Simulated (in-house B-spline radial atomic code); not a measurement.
KLI/ALDAx excitations of Yb

Method: KLI/ALDAx. Computed with a B-spline radial code for spherical atoms: linear response of the closed shell [Xe] 4f14 6s2 with the adiabatic LDA exchange kernel on the exchange-only KLI potential; scalar-relativistic (spin-free one-electron X2C), finite nucleus, no spin-orbit coupling, no double excitations, S, P, D and F terms only; shells from n = 4 respond. Only terms of natural parity with L up to 3 were computed.

Spin-orbit coupling is strong here, so these LS terms don't match observed levels.

Command:
```bash
python run_td.py task.json out
```
Settings (radii: box in bohr, nucleus in fm):
```
Z                        70
electrons                70
configuration            [Xe] 4f14 6s2
hamiltonian              x2c
method                   kli
box_radius               75
rms_radius               5.3108
intervals                112
```

Cost of the run: 8.7 s on 1 thread of Arm Neoverse N1 (shared host).

The lowest states, in the order of their Tamm-Dancoff energies; the method's threshold (minus the highest occupied level) is 5.317 eV. Labels give the largest channel, * marks a mixed state, and oscillator strengths are full-response dipole values. Measured ¹D terms are left out, since they can mix with doubly excited terms. Semilocal kernels can invert the small singlet-triplet splittings of Rydberg terms. Energies in eV:

| state | full response | Tamm-Dancoff | oscillator strength | measured (J-weighted term) |
| --- | --- | --- | --- | --- |
| 6s → 6p 3P | 1.506 | 1.712 | - | 2.339 |
| 6s → 5d 3D | 2.321 | 2.432 | - | 3.092 |
| 4f → 6p 3D | 2.576 | 2.592 | - | - |
| 4f → 6p 1D | 2.590 | 2.593 | - | - |
| 6s → 6p 1P | 2.898 | 2.972 | 1.47 | 3.108 |
| 4f → 5d 3P | 3.067 | 3.101 | - | - |
| 6s → 7s 3S | 3.151 | 3.169 | - | 4.054 |
| 4f → 5d 3F | 3.202 | 3.211 | - | - |
| 6s → 5d 1D | 3.341 | 3.358 | - | - |
| 4f → 5d 1F | 3.357 | 3.363 | - | - |
| 6s → 7s 1S | 3.518 | 3.531 | - | 4.259 |
| 4f → 7s 3F | 3.532 | 3.533 | - | - |
| 4f → 7s 1F | ? | ? | - | - |
| 4f → 5d 1P | 3.594 | 3.670 | 0.111 | - |
| 6s → 7p 3P | ? | ? | - | ? |
| 6s → 6d 3D | 4.017 | 4.027 | - | 4.946 |

Problem. Where does 4f → 7s 1F lie?

Solution. At 3.544 eV in full response, 3.544 eV in Tamm-Dancoff.

Problem. Where does 6s → 7p 3P lie?

Solution. At 3.838 eV in full response, 3.853 eV in Tamm-Dancoff; measured 4.758 eV.

Problem. How large is the singlet-triplet splitting of 4f → 6p (D terms) in Tamm-Dancoff?

Solution. 0.00103 eV, from the unrounded values.

Problem. What polarisabilities and dispersion coefficient does the method give?

Solution. Dipole 161.8 bohr³, quadrupole 3837 bohr⁵, C6 2390 hartree·bohr⁶ for two such species. Recommended dipole value: 139 ± 6 bohr³ (Schwerdtfeger and Nagle, table of static dipole polarizabilities (2023 update)), which includes relativity and correlation.
